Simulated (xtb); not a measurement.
Cl$_{2}$La, charge +1, singlet, from a rough starting geometry (GFN-xTB shapes and energies of metal compounds can be far from the true ones) (the multiplicity is a formal guess); GFN2-xTB run with xtb 6.7.1.

Here is a job for xtb.
```
$ xtb mol.xyz --gfn 2 --chrg 1 --opt vtight --json

# file mol.xyz
3

La     0.79144620    -0.06769352     0.97096435
Cl     0.94792507     0.28542073    -1.52491957
Cl    -1.74147792    -0.25321517     0.58865884
```

Output, abridged:

```
   ID    Z sym.   atoms
    1   57 La     1
    2   17 Cl     2, 3

           -------------------------------------------------
          |                Calculation Setup                |
           -------------------------------------------------

           -------------------------------------------------
          |                 G F N 2 - x T B                 |
           -------------------------------------------------

          ...................................................
          :                      SETUP                      :
          :.................................................:
          :  # basis functions                  30          :
          :  # atomic orbitals                  27          :
          :  # shells                            9          :
          :  # electrons                        16          :
          :  max. iterations                   250          :
          :  Hamiltonian                  GFN2-xTB          :
          :  restarted?                      false          :
          :  GBSA solvation                  false          :
          :  PC potential                    false          :
          :  electronic temp.          300.0000000     K    :
          :  accuracy                    1.0000000          :
          :  -> integral cutoff          0.2500000E+02      :
          :  -> integral neglect         0.1000000E-07      :
          :  -> SCF convergence          0.1000000E-05 Eh   :
          :  -> wf. convergence          0.1000000E-03 e    :
          :  Broyden damping             0.4000000          :
          :  net charge                          1          :
          :  unpaired electrons                  0          :
          ...................................................

 iter      E             dE          RMSdq      gap      omega  full diag
   1      9.3128235  0.931282E+01  0.793E+01    3.22       0.0  T
   2     -8.4923679 -0.178052E+02  0.380E+01   18.86       1.0  T
   3     -8.8068550 -0.314487E+00  0.255E+01   13.99       1.0  T
   4     -8.7546253  0.522297E-01  0.268E+01   14.78       1.0  T
   5     -9.2453103 -0.490685E+00  0.190E+01    6.72       1.0  T
   6      8.7566159  0.180019E+02  0.699E+01    2.47       1.0  T
   7      7.7026174 -0.105400E+01  0.657E+01    1.36       1.0  T
   8      7.5795689 -0.123049E+00  0.651E+01    1.28       1.0  T
   9      5.3205958 -0.225897E+01  0.604E+01    0.42       1.0  T
[...]
         :: total energy              -9.945673779947 Eh    ::
 * total energy  :    -9.9456738 Eh     change       -0.1003109E-10 Eh
 * total energy  :    -9.9454726 Eh     change        0.2012080E-03 Eh
 * total energy  :    -9.9458692 Eh     change       -0.3965849E-03 Eh
 * total energy  :    -9.9458348 Eh     change        0.3435811E-04 Eh
 * total energy  :    -9.9458701 Eh     change       -0.3528314E-04 Eh
 * total energy  :    -9.9458732 Eh     change       -0.3108919E-05 Eh
 * total energy  :    -9.9458742 Eh     change       -0.1048397E-05 Eh
 * total energy  :    -9.9458742 Eh     change       -0.6314927E-08 Eh
   *** GEOMETRY OPTIMIZATION CONVERGED AFTER 8 ITERATIONS ***
         :: total energy              -9.945874245588 Eh    ::
[...]
        17                         -0.1827002              -4.9715
        18                         -0.1825295              -4.9669
        19                         -0.1818769              -4.9491
       ...                                ...                  ...
        27                          0.3052832               8.3072
      -------------------------------------------------------------
                  HL-Gap            0.0594172 Eh            1.6168 eV
             Fermi-level           -0.5995694 Eh          -16.3151 eV

     #   Z          covCN         q      C6AA      α(0)
     1  57 La       1.413     0.766  1826.231   162.642
     2  17 Cl       0.707     0.117    95.430    14.941
     3  17 Cl       0.707     0.117    95.430    14.941

 Mol. C6AA /au·bohr⁶  :       3608.808277
 Mol. C8AA /au·bohr⁸  :     641626.110555
 Mol. α(0) /au        :        192.524894

Wiberg/Mayer (AO) data.
largest (>0.10) Wiberg bond orders for each atom

 ---------------------------------------------------------------------------
     #   Z sym  total        # sym  WBO       # sym  WBO       # sym  WBO
 ---------------------------------------------------------------------------
     1  57 La   2.184 --     3 Cl   1.092     2 Cl   1.092
     2  17 Cl   1.549 --     1 La   1.092     3 Cl   0.457
     3  17 Cl   1.550 --     1 La   1.092     2 Cl   0.457
 ---------------------------------------------------------------------------

Topologies differ in total number of bonds
Writing topology from bond orders to xtbtopo.mol

molecular dipole:
                 x           y           z       tot (Debye)
 q only:        0.964      -0.094       1.221
   full:        1.140      -0.108       1.439       4.675
molecular quadrupole (traceless):
                xx          xy          yy          xz          yz          zz
 q only:        1.398       0.225      -3.510       1.603      -0.663       2.112
  q+dip:        2.077       0.302      -5.373       2.792      -0.978       3.297
   full:        0.362      -0.154      -1.876       2.459      -0.274       1.514

optimized geometry written to: xtbopt.xyz

           -------------------------------------------------
          | TOTAL ENERGY               -9.945874245588 Eh   |
          | GRADIENT NORM               0.000040412427 Eh/α |
          | HOMO-LUMO GAP               1.616823748780 eV   |
           -------------------------------------------------

normal termination of xtb
```
